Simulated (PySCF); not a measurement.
C₄H₆O₄Zn. Atoms are numbered in the order given.

```xyz
15

Zn     0.0069     0.0014     0.0013
C      0.0979     2.3691    -3.0630
C      0.0805     1.4410    -1.8787
O     -0.4289     0.2698    -1.9833
O      0.5510     1.8272    -0.7508
H      0.9688     3.0470    -3.0100
H      0.0947     1.7960    -4.0071
H     -0.8192     2.9931    -3.0351
C     -0.1339    -2.3768     3.0557
C     -0.0707    -1.4386     1.8810
O     -1.0420    -0.6374     1.6420
O      0.9430    -1.4546     1.0969
H      0.8823    -2.6063     3.4233
H     -0.7628    -1.9524     3.8585
H     -0.5986    -3.3277     2.7226
```
Charge 0, spin multiplicity 1.

Coordinates come from a PBE-D3(BJ)/def2-SVP optimisation. The isomer is the one that the SMILES or the coordinates give; other isomers of the formula were not compared. The values are those of a single conformer.

Method: C-PCM-PBE0/def2-SVP run with PySCF 2.14.0.

The values are the electrostatic part of the solvation free energy, E(continuum) − E(gas) at the gas-phase geometry, in a cavity of scaled van der Waals radii (PySCF's table); cavitation and dispersion terms are not included. A continuum can't describe solvent molecules that bind to the metal. In vacuum the orbital gap is 8.01 eV. The dipole moment in vacuum is 0.17 D.

```csv
solvent,ε,ΔG(elec) (kcal/mol),dipole (D),gap (eV)
water,78.36,-15.0,0.23,8.32
toluene,2.37,-8.5,0.20,8.18
methanol,32.61,-14.7,0.23,8.31
```
